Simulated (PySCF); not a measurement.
C$_{6}$H$_{13}$BO$_{2}$, charge +1, doublet, at a GFN2-xTB geometry (a state made from the parent by changing its charge; the spin is typed, not shown lowest); PBE/STO-3G (PySCF).

The PySCF input:
```python
from pyscf import gto, scf, dft

mol = gto.Mole()
mol.atom = '''
    C    -1.72969277   -0.04080963    0.91568295
    C    -0.77626925   -0.14906699   -0.29952640
    C    -1.17041749   -1.30441677   -1.18094652
    O    -0.74828285    1.05022552   -0.97668833
    B     0.21566696    1.87872518   -0.47685827
    O     1.00655457    1.19963970    0.40562724
    C     0.74172185   -0.15188344    0.37591368
    C     0.92774225   -0.80958379    1.71752242
    C     1.62917612   -0.83481442   -0.69343194
    H    -2.71646651    0.18308109    0.50925777
    H    -1.43809812    0.77572084    1.57122338
    H    -1.76675386   -0.97679102    1.46323278
    H    -2.21689995   -1.19119111   -1.47039829
    H    -0.60259359   -1.32287425   -2.10774338
    H    -1.07303042   -2.25008196   -0.65470317
    H     0.34354091    2.99266504   -0.75959864
    H     0.41999245   -0.26780681    2.51149026
    H     1.98840654   -0.79926831    1.97561696
    H     0.60280030   -1.84620237    1.69442261
    H     1.48322898   -0.38257540   -1.67101161
    H     2.66149540   -0.66194728   -0.38771189
    H     1.43630502   -1.90182591   -0.73258185
'''
mol.basis = 'sto-3g'
mol.charge = 1
mol.spin = 1
mol.verbose = 4
mol.build()

mf = dft.UKS(mol)
mf.xc = 'pbe'
mf.kernel()
mf.analyze()
```

The log (banner, timings and long lists left out):

```
PySCF version 2.14.0

[INPUT] verbose = 4
[INPUT] num. atoms = 22
[INPUT] num. electrons = 69
[INPUT] charge = 1
[INPUT] spin (= nelec alpha-beta = 2S) = 1
[INPUT] symmetry False subgroup None
[INPUT] Mole.unit = angstrom
[INPUT] Symbol           X                Y                Z      unit          X                Y                Z       unit  Magmom
[...]
nuclear repulsion = 503.552402702812
number of shells = 40
number of NR pGTOs = 174
number of NR cGTOs = 58
basis = sto-3g
ecp = {}

******** <class 'pyscf.dft.uks.UKS'> ********
method = UKS
initial guess = minao
damping factor = 0
level_shift factor = 0
DIIS = <class 'pyscf.scf.diis.CDIIS'>
diis_start_cycle = 1
diis_space = 8
diis_damp = 0
SCF conv_tol = 1e-09
SCF conv_tol_grad = None
SCF max_cycles = 50
direct_scf = True
direct_scf_tol = 1e-13
number electrons alpha = 35  beta = 34
XC library pyscf.dft.libxc version 7.1.2
    S. Lehtola, C. Steigemann, M. J. T. Oliveira, and M. A. L. Marques,  SoftwareX 7, 1–5 (2018)
XC functionals = pbe
    J. P. Perdew, K. Burke, and M. Ernzerhof,  Phys. Rev. Lett. 77, 3865 (1996)
    J. P. Perdew, K. Burke, and M. Ernzerhof,  Phys. Rev. Lett. 78, 1396 (1997)
    J. P. Perdew, K. Burke, and M. Ernzerhof,  Phys. Rev. Lett. 77, 3865 (1996)
    J. P. Perdew, K. Burke, and M. Ernzerhof,  Phys. Rev. Lett. 78, 1396 (1997)
radial grids:
    Treutler-Ahlrichs [JCP 102, 346 (1995); DOI:10.1063/1.469408] (M4) radial grids

becke partition: Becke, JCP 88, 2547 (1988); DOI:10.1063/1.454033
pruning grids: <function nwchem_prune>
grids dens level: 3
symmetrized grids: False
atomic radii adjust function: <function treutler_atomic_radii_adjust>
small_rho_cutoff = 0
Set gradient conv threshold to 3.16228e-05
tot grids = 254424
init E= -407.082721578009

cycle= 1 E= -405.719460828571  delta_E= 1.36  |g|= 0.515  |ddm|= 4.11
cycle= 2 E= -405.145914381154  delta_E= 0.574  |g|= 1.17  |ddm|= 2.07
cycle= 3 E= -405.886575671545  delta_E= -0.741  |g|= 0.101  |ddm|= 1.41
cycle= 4 E= -405.889022141244  delta_E= -0.00245  |g|= 0.0754  |ddm|= 0.199
cycle= 5 E= -405.892851990558  delta_E= -0.00383  |g|= 0.00483  |ddm|= 0.11
cycle= 6 E= -405.89286457394  delta_E= -1.26e-05  |g|= 0.00301  |ddm|= 0.00975
cycle= 7 E= -405.892871021212  delta_E= -6.45e-06  |g|= 0.000713  |ddm|= 0.00469
cycle= 8 E= -405.892870848218  delta_E= 1.73e-07  |g|= 0.000998  |ddm|= 0.00244
cycle= 9 E= -405.892871461759  delta_E= -6.14e-07  |g|= 0.000278  |ddm|= 0.00171
cycle= 10 E= -405.892871518181  delta_E= -5.64e-08  |g|= 7.89e-05  |ddm|= 0.000584
cycle= 11 E= -405.892871522692  delta_E= -4.51e-09  |g|= 1.04e-05  |ddm|= 0.000128
cycle= 12 E= -405.892871522755  delta_E= -6.25e-11  |g|= 5.4e-06  |ddm|= 2.64e-05
Extra cycle  E= -405.892871522746  delta_E= 8.41e-12  |g|= 6.92e-06  |ddm|= 2.22e-05
converged SCF energy = -405.892871522746  <S^2> = 0.75397804  2S+1 = 2.0039741
**** SCF Summaries ****
Total Energy =                        -405.892871522746191
Nuclear Repulsion Energy =             503.552402702812287
One-electron Energy =                -1536.502054211406858
Two-electron Energy =                  627.056779985848380
Two-electron Coulomb Energy =          684.865960708038756
DFT Exchange-Correlation Energy =      -57.809180722190384
**** MO energy ****
                             alpha | beta                alpha | beta
[...]
To work with the spin densities directly, `use mulliken_meta_spin()` only printing them here.

 ** Mulliken spin pop alpha/beta on meta-lowdin orthogonal AOs **
 ** Mulliken Spin Density (per AO)  **
spin_pop of  0 C 1s        0.00000
spin_pop of  0 C 2s        0.00680
spin_pop of  0 C 2px       0.04377
spin_pop of  0 C 2py       0.00308
spin_pop of  0 C 2pz       0.04032
spin_pop of  1 C 1s       -0.00000
spin_pop of  1 C 2s        0.00094
spin_pop of  1 C 2px       0.07855
spin_pop of  1 C 2py       0.00461
spin_pop of  1 C 2pz      -0.00492
spin_pop of  2 C 1s       -0.00000
spin_pop of  2 C 2s       -0.00018
spin_pop of  2 C 2px       0.00088
spin_pop of  2 C 2py       0.00592
spin_pop of  2 C 2pz      -0.00002
spin_pop of  3 O 1s       -0.00000
spin_pop of  3 O 2s        0.00664
spin_pop of  3 O 2px       0.16693
spin_pop of  3 O 2py       0.06668
spin_pop of  3 O 2pz       0.09146
spin_pop of  4 B 1s        0.00000
spin_pop of  4 B 2s       -0.00300
spin_pop of  4 B 2px      -0.02554
spin_pop of  4 B 2py      -0.00707
spin_pop of  4 B 2pz      -0.02850
spin_pop of  5 O 1s       -0.00000
spin_pop of  5 O 2s        0.00664
spin_pop of  5 O 2px       0.18860
spin_pop of  5 O 2py       0.00570
spin_pop of  5 O 2pz       0.13077
spin_pop of  6 C 1s       -0.00000
spin_pop of  6 C 2s        0.00094
spin_pop of  6 C 2px       0.08434
spin_pop of  6 C 2py      -0.00570
spin_pop of  6 C 2pz      -0.00040
spin_pop of  7 C 1s       -0.00000
spin_pop of  7 C 2s       -0.00018
spin_pop of  7 C 2px       0.00276
spin_pop of  7 C 2py       0.00130
spin_pop of  7 C 2pz       0.00272
spin_pop of  8 C 1s        0.00000
spin_pop of  8 C 2s        0.00680
spin_pop of  8 C 2px       0.03942
spin_pop of  8 C 2py       0.01584
spin_pop of  8 C 2pz       0.03190
spin_pop of  9 H 1s        0.00729
spin_pop of  10 H 1s       -0.00285
spin_pop of  11 H 1s       -0.00185
spin_pop of  12 H 1s        0.00796
spin_pop of  13 H 1s        0.00419
spin_pop of  14 H 1s        0.00297
spin_pop of  15 H 1s        0.00580
spin_pop of  16 H 1s        0.00419
spin_pop of  17 H 1s        0.00796
spin_pop of  18 H 1s        0.00297
spin_pop of  19 H 1s       -0.00285
spin_pop of  20 H 1s        0.00729
spin_pop of  21 H 1s       -0.00185
 ** Mulliken Spin Density (per atom)  **
spin density of  0 C =      0.09396
spin density of  1 C =      0.07918
spin density of  2 C =      0.00660
spin density of  3 O =      0.33172
spin density of  4 B =     -0.06411
spin density of  5 O =      0.33172
spin density of  6 C =      0.07918
spin density of  7 C =      0.00660
spin density of  8 C =      0.09396
spin density of  9 H =      0.00729
spin density of  10 H =     -0.00285
spin density of  11 H =     -0.00185
spin density of  12 H =      0.00796
spin density of  13 H =      0.00419
spin density of  14 H =      0.00297
spin density of  15 H =      0.00580
spin density of  16 H =      0.00419
spin density of  17 H =      0.00796
spin density of  18 H =      0.00297
spin density of  19 H =     -0.00285
spin density of  20 H =      0.00729
spin density of  21 H =     -0.00185
 ** Mulliken pop alpha/beta on meta-lowdin orthogonal AOs **
 ** Mulliken pop       alpha | beta **
In total            35.00000 | 34.00000
 ** Mulliken atomic charges   ( Nelec_alpha | Nelec_beta ) **
charge of  0C =     -0.13732  (     3.11564      3.02168 )
charge of  1C =      0.12977  (     2.97471      2.89553 )
charge of  2C =     -0.16264  (     3.08462      3.07802 )
charge of  3O =      0.06491  (     4.13340      3.80169 )
charge of  4B =      0.10481  (     2.41554      2.47965 )
charge of  5O =      0.06491  (     4.13340      3.80168 )
charge of  6C =      0.12976  (     2.97471      2.89553 )
charge of  7C =     -0.16263  (     3.08461      3.07802 )
charge of  8C =     -0.13732  (     3.11564      3.02168 )
charge of  9H =      0.09604  (     0.45562      0.44834 )
charge of  10H =      0.07776  (     0.45969      0.46255 )
charge of  11H =      0.09459  (     0.45178      0.45363 )
charge of  12H =      0.09660  (     0.45568      0.44772 )
charge of  13H =      0.08644  (     0.45887      0.45469 )
charge of  14H =      0.08932  (     0.45683      0.45386 )
charge of  15H =      0.02427  (     0.49076      0.48497 )
charge of  16H =      0.08644  (     0.45887      0.45469 )
charge of  17H =      0.09660  (     0.45568      0.44772 )
charge of  18H =      0.08932  (     0.45683      0.45385 )
charge of  19H =      0.07776  (     0.45970      0.46255 )
charge of  20H =      0.09604  (     0.45563      0.44834 )
charge of  21H =      0.09460  (     0.45178      0.45362 )

WARN: System has nonzero charge 1; the dipole moment is origin-dependent.
Location of origin: [0. 0. 0.]

Dipole moment(X, Y, Z, Debye): -0.09556, -0.83267,  0.21134
```
